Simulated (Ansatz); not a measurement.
`N#CBCl` + NH₃ → `NBCl` + `C#N` at 500 K and 1 bar (ligand exchange at a B–C bond).

Isolated molecules relaxed with PBE0-D4/def2-TZVP in Ansatz; ΔE leaves out vibrations. CCSD(T)/CBS is the MP2 limit (def2-TZVPP, def2-QZVPP) plus CCSD(T) − MP2 in def2-TZVPP, frozen cores. This one scheme is used for every species. Each species was taken in one conformer, which may not be the lowest.

```json
{"species": "`N#CBCl`", "CCSD(T)/CBS energy (Eh)": "-577.94276", "H − E (kJ/mol)": "85.8", "S (J/(mol·K))": "323.0"}
{"species": "NH₃", "CCSD(T)/CBS energy (Eh)": "-56.50880", "H − E (kJ/mol)": "108.2", "S (J/(mol·K))": "211.8"}
{"species": "`NBCl`", "CCSD(T)/CBS energy (Eh)": "-541.16722", "H − E (kJ/mol)": "135.0", "S (J/(mol·K))": "303.4"}
{"species": "`C#N`", "CCSD(T)/CBS energy (Eh)": "-93.32098", "H − E (kJ/mol)": "60.1", "S (J/(mol·K))": "220.8"}
```

H − E and S are ideal-gas, rigid-rotor, harmonic terms from PBE0-D4/def2-TZVP, for one conformer and one mirror image of each species. 1 Eh = 2625.50 kJ/mol, R = 8.31446 J/(mol·K).

**Question.** By hand: ΔE, ΔH, ΔS and ΔG.

**Answer.** ΔE = (-541.16722) + (-93.32098) − (-577.94276) − (-56.50880) = -0.03664 Eh = -96.2 kJ/mol. Δ(H − E) = 135.0 + 60.1 − 85.8 − 108.2 = 1.1, so ΔH = -95.1 kJ/mol. ΔS = 303.4 + 220.8 − 323.0 − 211.8 = -10.6 J/(mol·K). ΔG = -95.1 − 500 × (-10.6)/1000 = -89.8 kJ/mol.

**Question.** By hand: the equilibrium constant, and the temperature at which ΔG would vanish if ΔH and ΔS stayed fixed.

**Answer.** log₁₀ K = −ΔG/(RT ln 10) = 9.4. ΔG = 0 at ΔH/ΔS = 8972 K, far beyond where these terms or the molecules hold.

The number of gas molecules stays the same, so ΔS is small and ΔH decides. A doubt of 5 kJ/mol in ΔE shifts log₁₀ K by 0.5 here. Other conformers and mirror images would add mixing entropy, several J/(mol·K) or more a flexible species. These are equilibria of isolated gas molecules and say nothing of rates. Largest T1 diagnostic: 0.014 (customary marks: 0.02 for closed shells, 0.045 for open ones).
